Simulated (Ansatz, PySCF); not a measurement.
CH₆ClNO₂Si, SMILES NC[Si](O)(O)Cl. Atoms are numbered in the order given.

```xyz
12

N      2.0580    -0.4591    -1.3610
C      1.0374    -1.2588    -0.6706
Si    -0.1007    -0.2628     0.4301
O      0.8711     0.5068     1.5212
O     -1.2723    -1.1016     1.2512
Cl    -1.0770     1.1455    -0.7845
H      1.6059     0.2645    -1.9222
H      2.6244     0.0393    -0.6732
H      1.5322    -2.0328    -0.0573
H      0.4407    -1.8141    -1.4152
H      0.4467     1.0570     2.1904
H     -2.1390    -1.1810     0.8361
```
Charge 0, spin multiplicity 1.

Coordinates come from a B3LYP-D3(BJ)/def2-SVP optimisation. The structure was generated by enumeration, and PubChem lists no compound with its InChIKey, so it may never have been made. One conformer was computed; it need not be the lowest.

Two levels are set side by side: PBE-D3(BJ)/def2-SVP (Ansatz, a program for electronic structure) and B3LYP-D3(BJ)/def2-SVP (Ansatz). Each level has its own optimised geometry; the coordinates shown are those of the second. Frequencies come from the Hessian of PySCF at each geometry. Differences are taken from unrounded values.

| quantity | B3LYP-D3(BJ) |
|---|---|
| mean bond length (Å) | 1.357 |
| bond N1–C2 (Å) | 1.469 |
| bond C2–Si3 (Å) | 1.871 |
| bond Si3–O4 (Å) | 1.651 |
| bond Si3–O5 (Å) | 1.658 |
| bond Si3–Cl6 (Å) | 2.100 |
| bond N1–H7 (Å) | 1.021 |
| bond N1–H8 (Å) | 1.021 |
| bond C2–H9 (Å) | 1.105 |
| bond C2–H10 (Å) | 1.104 |
| bond O4–H11 (Å) | 0.965 |
| bond O5–H12 (Å) | 0.964 |
| highest harmonic wavenumber (cm⁻¹) | 3881 |
| mean harmonic wavenumber (cm⁻¹) | 1247 |
| zero-point energy (kcal/mol) | 53.48 |

### Question
What does PBE-D3(BJ) give, and how far is it from B3LYP-D3(BJ)? (Estimate from the structure and the level; the computed values follow.)

### Answer

| quantity | PBE-D3(BJ) | PBE-D3(BJ) minus B3LYP-D3(BJ) |
|---|---|---|
| mean bond length (Å) | 1.366 | 0.009 |
| bond N1–C2 (Å) | 1.471 | 0.002 |
| bond C2–Si3 (Å) | 1.881 | 0.010 |
| bond Si3–O4 (Å) | 1.666 | 0.014 |
| bond Si3–O5 (Å) | 1.674 | 0.015 |
| bond Si3–Cl6 (Å) | 2.108 | 0.008 |
| bond N1–H7 (Å) | 1.030 | 0.009 |
| bond N1–H8 (Å) | 1.029 | 0.008 |
| bond C2–H9 (Å) | 1.112 | 0.008 |
| bond C2–H10 (Å) | 1.112 | 0.008 |
| bond O4–H11 (Å) | 0.973 | 0.008 |
| bond O5–H12 (Å) | 0.973 | 0.009 |
| highest harmonic wavenumber (cm⁻¹) | 3768 | -113 |
| mean harmonic wavenumber (cm⁻¹) | 1215 | -32 |
| zero-point energy (kcal/mol) | 52.10 | -1.38 |

GGA bonds tend to be longer and softer than those of functionals with exact exchange. Differences between two approximate levels are no errors against the true value.
